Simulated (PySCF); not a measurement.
Orbital energies and ionisation energy

Species: C₆H₁₂P₂.
Geometry (PBE0-D3(BJ)/def2-SVP, Å), atoms numbered from 1 in this order:
```
atom  x, y, z in Å
C1     2.4237    1.9760    1.7305
C2     1.8963    1.6602    0.6796
P3     1.1449    1.3449   -0.8907
P4     2.3741   -0.4635   -1.4026
C5    -0.4822    0.5251   -0.3523
C6    -0.3107   -0.5381    0.7249
C7    -1.3695    1.6621    0.1573
C8    -1.0791   -0.0837   -1.6218
H9     2.8905    2.2493    2.6594
H10    2.1947   -0.3127   -2.8144
H11    3.5841    0.2941   -1.4098
H12   -1.2926   -0.9714    0.9802
H13    0.1231   -0.1114    1.6413
H14    0.3429   -1.3571    0.3881
H15   -1.5158    2.4393   -0.6090
H16   -2.3609    1.2660    0.4343
H17   -0.9358    2.1376    1.0505
H18   -0.4733   -0.9258   -1.9945
H19   -1.1702    0.6608   -2.4289
H20   -2.0874   -0.4754   -1.4096
```

Level: CAM-B3LYP/def2-SVPD (PySCF). Frontier orbitals with their largest atomic shares (Löwdin; up to four atoms above 4 %):

```json
{"orbital": "HOMO−3", "ε (eV)": "-10.41", "main atoms": "C2 24 %, C1 19 %, P3 15 %, C5 8 %"}
{"orbital": "HOMO−2", "ε (eV)": "-9.56", "main atoms": "P4 31 %, C2 24 %, C1 23 %, H10 7 %"}
{"orbital": "HOMO−1", "ε (eV)": "-9.09", "main atoms": "C1 22 %, C2 22 %, P4 14 %, P3 14 %"}
{"orbital": "HOMO", "ε (eV)": "-7.60", "main atoms": "?"}
{"orbital": "LUMO", "ε (eV)": "0.50", "main atoms": "P4 30 %, P3 21 %, C2 15 %, C1 14 %"}
{"orbital": "LUMO+1", "ε (eV)": "1.08", "main atoms": "P3 18 %, C1 17 %, C2 14 %, P4 10 %"}
{"orbital": "LUMO+2", "ε (eV)": "1.15", "main atoms": "C1 17 %, C2 14 %, P3 10 %, P4 9 %"}
```

Task: What vertical ionisation energy does ΔSCF give, and how far is −ε(HOMO) from it?

Result: ΔSCF: 8.21 eV (792 kJ/mol; threshold wavelength 151 nm); ⟨S²⟩ of the doublet left behind is 0.770, against 0.75 for a pure doublet. −ε(HOMO) is 7.60 eV, 0.61 eV below it. In exact Kohn–Sham theory the two would be equal; CAM-B3LYP (range-separated hybrid) falls short of its own ΔSCF value by 7 %. Holes in the HOMO−1 and HOMO−2 were tried too where these lie within 1.2 eV of the HOMO; the lowest converged state counts.

Task: On which atoms does the HOMO lie?

Result: P3 (three-coordinate phosphorus) 39 %, P4 (three-coordinate phosphorus) 25 %, C2 (alkyne carbon) 10 %, C1 (terminal alkyne carbon) 9 %. The HOMO−1 lies 1.49 eV lower.

Task: With α = 126.1 au, estimate the like-pair dispersion coefficient by London's formula C6 = (3/4)α²I.

Result: I = 0.3017 Eh, so C6 ≈ 3600 au, a rough estimate.

Task: Shift the occupied levels rigidly so that −ε(HOMO) equals the ΔSCF value. What binding energies result?

Result: The shift is +0.61 eV: HOMO 8.21, HOMO−1 9.70, HOMO−2 10.17, HOMO−3 11.02 eV. A rigid shift is only a rough guide to the deeper ionisations.

Task: What total energies stand behind the ΔSCF value?

Result: E(N) = -917.99646 Eh and E(N − 1) = -917.69478 Eh at the same geometry, 0.30168 Eh apart.

Task: What kinetic energy would electrons from this vertical process carry with 118.2 nm light (10.49 eV)?

Result: 10.49 − 8.21 = 2.28 eV.

Isolated species at its PBE0-D3(BJ)/def2-SVP geometry (one conformer only).
